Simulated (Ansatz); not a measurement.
`B[CH2][GaH2]`. The species carries charge 0 and has multiplicity 1. Correlated methods include outer-core shells of Ga, which these sets cover unevenly. Scalar relativity is left out up to krypton.

Z-matrix (Å, degrees):
```
C
Ga 1 2.011
B 1 1.513 2 101.7
H 1 1.090 2 104.3 3 123.1
H 1 1.095 2 100.6 3 -119.7
H 2 1.567 1 119.2 3 77.0
H 2 1.567 1 118.2 3 -107.0
H 3 1.200 1 120.8 2 91.1
H 3 1.200 1 120.6 2 -83.7
```

**Question.** Give the diagnostics of a CCSD(T)/def2-TZVPP run (frozen core, Ansatz). (An estimate is asked.)

**Answer.** The calculation gave: T1 = 0.0125, largest single amplitude 0.017, largest double 0.024, (T) share of the correlation energy 3.7 %, 10 CCSD cycles. The RHF solution is stable towards an unrestricted one. T1 lies under the customary mark of 0.02 for closed shells.
